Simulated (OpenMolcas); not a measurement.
## Computed transition rates of Kr III

* Program: OpenMolcas
* Method: MS-RASPT2, IPEA 0.25 Eh, imaginary shift 0.1 Eh (closed shells correlated: 3d)
* Basis: ANO-RCC-VQZP [7s6p4d2f1g]
* Scalar Hamiltonian: DKH2, point nucleus
* Active space: 6 electrons in 9 orbitals (RAS2 4s 4p; RAS3 4d, at most 2 electrons)
* State averaging: 2S+1 = 3 even, 3 roots; 2S+1 = 1 even, 7 roots; 2S+1 = 3 odd, 3 roots; 2S+1 = 1 odd, 3 roots
* Spin-orbit coupling: state interaction with AMFI integrals over the reference wave functions, term energies averaged over their components

Rates come from the transition moments of the reference wave functions (E1 and E2 in the length form). At fixed line strength A goes as λ^-3 for E1 and M1 and as λ^-5 for E2, so a rate at the computed wavelength can be rescaled to the measured one. Measured vacuum wavelengths follow from level energies in Saloman, J. Phys. Chem. Ref. Data 36, 215 (2007). Branching counts decays inside the model space alone, at computed energies, and the table is only a selection of the E2 and M1 lines, drawn from those between levels with measured partners whose computed energy lies within a factor of 1.5 of the measured one.

| Upper | Lower | Type | λ computed (nm) | λ measured (nm) | A computed (s-1) | A rescaled (s-1) | Branching % |
| --- | --- | --- | --- | --- | --- | --- | --- |
| 4s2 4p4 3P0 | 4s2 4p4 3P1 | M1 | 11730 | 13080 | 3.25e-02 | 2.34e-02 | 95.4 |
| 4s2 4p4 3P1 | 4s2 4p4 3P2 | M1 | 2447 | 2199 | 1.49e+00 | 2.05e+00 | 100.0 |
| 4s2 4p4 3P0 | 4s2 4p4 3P2 | E2 | 2024 | 1882 | 1.56e-03 | 2.24e-03 | 4.6 |
| 4s2 4p4 1D2 | 4s2 4p4 3P1 | M1 | 942.9 | 990.5 | 5.09e-01 |  | 11.4 |
| 4s2 4p4 1D2 | 4s2 4p4 3P2 | M1 | 680.6 | 682.9 | 3.93e+00 |  | 87.9 |
| 4s2 4p4 1D2 | 4s2 4p4 3P2 | E2 | 680.6 | 682.9 | 3.29e-02 |  | 0.7 |
| 4s2 4p4 1S0 | 4s2 4p4 1D2 | E2 | 546.5 | 542.4 | 3.88e+00 | 4.03e+00 | 7.9 |
| 4s2 4p4 1S0 | 4s2 4p4 3P1 | M1 | 346 | 350.5 | 4.46e+01 |  | 91.0 |
| 4s2 4p4 1S0 | 4s2 4p4 3P2 | E2 | 303.1 | 302.3 | 5.25e-01 |  | 1.1 |

Spin-changing lines and M1 lines between different terms are not rescaled, since their strength hangs on the term gaps too.

The largest correction is for 4s2 4p4 3P0 → 4s2 4p4 3P2 (E2): 1.56e-03 × (2024 / 1882)^5 = 2.24e-03 s-1, a factor of 1.44.

No measured rate stands beside these. Rescaling mends the energy factor alone: line strengths can still be far off where a level mixes with configurations outside the active space, and weak or spin-changing lines hang on small mixing coefficients that depend on the term gaps too, so rescaling need not improve them.

Term energies are means over components that CASPT2 splits; among the terms shown or strongly mixed into the levels shown the widest spread is 35 cm-1 (4s2 4p4 1D). The run also gave levels led by 4s2 4p3 4d, which use shells meant for correlation; these and all levels above them are left out. Measured partners are found by configuration, term and J. A level has none where our copy of the source lacks it or the pairing is in doubt (some pairs that miss far off the trend of their configuration count as doubtful). Levels of configurations outside the active space are missing.
